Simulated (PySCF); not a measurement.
# Core-level binding energies of `[SiH3]N[SiH2]S[SiH3]`

H9NSSi3.
Z-matrix (Å and degrees, PBE0-D3(BJ)/def2-SVP geometry), rows numbered from 1:
```
Si
N   1  1.7457
Si  2  1.7280  1  129.23
S   3  2.1606  2  110.79  1   114.19
Si  4  2.1481  3   99.00  2   131.34
H   1  1.4957  2  111.66  3  -118.16
H   1  1.4961  2  111.57  3   121.58
H   1  1.4909  2  107.19  3     1.87
H   2  1.0182  1  115.72  3   174.67
H   3  1.4881  2  106.85  1    -6.14
H   3  1.4964  2  112.39  1  -127.42
H   5  1.4904  4  105.92  3   178.36
H   5  1.4937  4  111.32  3   -62.38
H   5  1.4936  4  111.80  3    59.17
```

Method used: PySCF, delta-SCF UKS SCAN, pcX-2 on the ionised atom, pcseg-1 elsewhere, spin-free X2C. These are vertical core ionisation energies against the vacuum level, from separate self-consistent calculations with and without the core hole.

Problem. What binding energy does each computed site have?

Solution. 
```tsv
atom(s)	environment	level	binding energy (eV)	2p1/2 (eV)	above the level's lowest (eV)	count
Si1	SiH3 silicon	Si 2p3/2	107.20	107.83	0.00	1
Si5	SiH3 silicon	Si 2p3/2	107.23	107.85	+0.03	1
Si3	SiH2 silicon	Si 2p3/2	107.36	107.98	+0.16	1
N2	nitrogen bridging silicon atoms	N 1s	404.39	–	0.00	1
Si5	SiH3 silicon	Si 1s	1847.04	–	0.00	1
Si1	SiH3 silicon	Si 1s	1847.06	–	+0.02	1
Si3	SiH2 silicon	Si 1s	1847.31	–	+0.27	1
S4	sulfur bonded to 2 Si	S 1s	2476.28	–	0.00	1
```

The listed Si 1s values span 0.27 eV, from Si5 (bonded to S and 3 H) to Si3 (bonded to N, S and 2 H). The values 1847.04 and 1847.06 eV lie too close for their order to be trusted.

The 3 Si 2p3/2 values lie within 0.16 eV of each other.

Problem. What is the longest wavelength that can ionise Si 2p3/2 of Si1 vertically?

Solution. λ = hc/E = 12398.42 eV Å / 107.20 eV = 115.657 Å.

Not every level is listed. For 2p shells one spin-free hole was relaxed; a mean-field spin–orbit operator and the ground-state splitting of the three 2p orbitals were then diagonalised within the shell. The shell's mean is (2 × 2p3/2 + 2p1/2)/3, and the degeneracies 2j + 1 give areas of 2:1. 2p1/2 minus 2p3/2 (ligand field included): Si 0.62 eV. Isolated species at its PBE0-D3(BJ)/def2-SVP geometry (one conformer only).

Hardware: one thread of an Arm Neoverse V1 (shared host). Cost: 56 s, 0.67 GiB resident at most.
